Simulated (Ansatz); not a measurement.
`BC[SiH2]BO` and `OB[SiH3]` differ in one atom or group.

Ansatz, PBE0-D4/def2-TZVP geometries, multiplicity 1. Each molecule was computed in one conformer, which needn't be the lowest.

```json
{"property": "LUMO energy (ωB97M-V/def2-TZVPP) / eV", "`BC[SiH2]BO`": "0.73"}
{"property": "HOMO–LUMO gap (B3LYP/def2-TZVPP) / eV", "`BC[SiH2]BO`": "6.21"}
{"property": "size of the dipole moment (PBE/def2-TZVPP) / D", "`BC[SiH2]BO`": "3.22"}
{"property": "size of the dipole moment (B3LYP/def2-TZVPP) / D", "`BC[SiH2]BO`": "3.08"}
{"property": "LUMO energy (B3LYP/def2-TZVPP) / eV", "`BC[SiH2]BO`": "-1.43"}
{"property": "LUMO energy (PBE0/def2-TZVPP) / eV", "`BC[SiH2]BO`": "-1.24"}
```

Task: What does the change do to each property? (Estimate.)

Result: The calculation gave: 
```json
{"property": "LUMO energy (ωB97M-V/def2-TZVPP) / eV", "`OB[SiH3]`": "0.90", "shift": "0.17"}
{"property": "HOMO–LUMO gap (B3LYP/def2-TZVPP) / eV", "`OB[SiH3]`": "6.43", "shift": "0.22"}
{"property": "size of the dipole moment (PBE/def2-TZVPP) / D", "`OB[SiH3]`": "2.12", "shift": "-1.10"}
{"property": "size of the dipole moment (B3LYP/def2-TZVPP) / D", "`OB[SiH3]`": "2.11", "shift": "-0.97"}
{"property": "LUMO energy (B3LYP/def2-TZVPP) / eV", "`OB[SiH3]`": "-1.28", "shift": "0.15"}
{"property": "LUMO energy (PBE0/def2-TZVPP) / eV", "`OB[SiH3]`": "-1.07", "shift": "0.17"}
```

With PBE0 the HOMO falls by 0.05 eV and the LUMO rises by 0.17 eV, so the gap widens by about 0.22 eV. PBE moves the HOMO by 0.03 eV and ωB97M-V by -0.09 eV. Dipoles are sizes alone; their direction can turn.

B3LYP here is the variant with VWN-RPA as its local correlation; programs differ in this.
